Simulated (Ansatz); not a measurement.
Z-matrix (Å, degrees):
```
C
O 1 1.393
H 1 1.095 2 110.2
H 1 1.095 2 110.3 3 -118.8
H 1 1.097 2 112.8 3 120.5
Al 2 1.679 1 140.8 3 -123.4
O 6 1.679 2 123.8 1 -0.6
H 6 1.565 2 118.1 1 179.4
C 7 1.393 6 140.8 2 -0.5
H 9 1.095 7 110.3 6 117.7
H 9 1.097 7 112.8 6 -2.9
H 9 1.095 7 110.2 6 -123.4
```

Total charge 0; spin multiplicity 1.

(1) List the B3LYP/def2-TZVPP orbital energies in eV (the Gaussian-basis code of Ansatz). (An estimate is asked.)

Answers

(1) The calculation gave: Occupied: -1524.12, -520.03, -520.03, -278.04, -278.04, -112.11, -72.84, -72.70, -72.64, -27.14, -26.94, -18.52, -18.31, -13.54, -12.74, -12.30, -12.22, -12.13, -11.91, -9.05, -8.53, -8.18, -7.76, -7.74. Lowest empty: -0.27, -0.09, 1.15, 1.32, 1.92, 2.57, 3.11, 3.17.

B3LYP here is the variant with VWN-RPA as its local correlation; programs differ in this.
